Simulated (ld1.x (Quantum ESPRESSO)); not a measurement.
## lithium (Li), ultrasoft: configuration errors across variants

- Element: Li (Z = 3)
- Generator: ld1.x (Quantum ESPRESSO) 7.5
- Type: ultrasoft
- Functional: PW91
- Relativity: non-relativistic
- Frozen core: none
- Valence charge: 3
- Reference configuration: 1s2 2s0 2p0 (charge +1)
- Partial waves: 1s (bound): rcut 0.90, rcutus 1.00 bohr; 2s (bound, empty): rcut 0.90, rcutus 1.00 bohr; 2p (bound, empty): rcut 3.45, rcutus 4.55 bohr; 2p channel at 0.9 Ry: rcut 3.45, rcutus 4.55 bohr
- Local potential: all-electron potential smoothed inside 1.20 bohr (lloc = -1)
- Core correction: none
- Augmentation charge: PSQ, radius 0.75 bohr

All-electron excitation energies from the reference (eV): (1) 1s2 2s1 2p0 -5.347; (2) 1s2 2s0.5 2p0 -3.292; (3) 1s2 2s0 2p1 -3.560; (4) 1s1 2s1 2p0 63.240.

Tests that are not counted but printed errors over 1 eV. “local potential all-electron potential smoothed inside 2.08 bohr (lloc = -1)”: 1s2 2s1 2p0 (pseudo-atom not self-consistent, printed error -92.1 eV); 1s2 2s0.5 2p0 (pseudo-atom not self-consistent, printed error -84.2 eV). “all radii scaled by about 1.33 (s 1.32, p 6.04 bohr, rcut 1.20/4.58); local potential all-electron potential smoothed inside 1.60 bohr (lloc = -1); augmentation PSQ, radius 1.00 bohr”: 1s2 2s1 2p0 (pseudo-atom not self-consistent, printed error -88.6 eV).

3 further variants failed, have other tests or another functional or relativity, and are left out.

A true bound ghost makes a file unfit for plane-wave use even where its test errors are small: the radial tests pick states by their node count and pass the ghost by. Where a test does run into it, the solver fails or the error is huge.

Errors AE − PS in meV (a dash: test not solved or not reliable):

```csv
change,(1),(2),(3),(4),bound ghosts
base,+0.1,0.0,+33,+339,none
"wave 2p channel at 0.9 Ry: rcut 3.45, rcutus 4.55 bohr becomes 2p channel at -0.21 Ry: rcut 3.45, rcutus 4.55 bohr",+0.1,0.0,+17,+339,none
local potential all-electron potential smoothed inside 2.08 bohr (lloc = -1),–,–,–,–,s
"all radii scaled by about 1.33 (s 1.32, p 6.04 bohr, rcut 1.20/4.58); local potential all-electron potential smoothed inside 1.60 bohr (lloc = -1); augmentation PSQ, radius 1.00 bohr",–,–,–,–,none
local potential all-electron potential smoothed inside 2.70 bohr (lloc = -1),-1.8,-0.6,+33,–,none
"waves 2p (bound): rcut 3.45, rcutus 6.08 bohr; 2p channel at 0.9 Ry: rcut 3.45, rcutus 6.08 bohr",+0.1,0.0,-29,+339,none
"waves 1s (bound): rcut 0.82, rcutus 0.86 bohr; 2s (bound): rcut 0.82, rcutus 0.86 bohr",0.0,0.0,+15,-636,none
```

Task: Give the same row for: type PAW; local potential all-electron potential smoothed inside 1.45 bohr (lloc = -1); augmentation PSQ, inside the norm-conserving radii.

Result: 0.0, 0.0, +3.9, -19; bound ghosts: none.
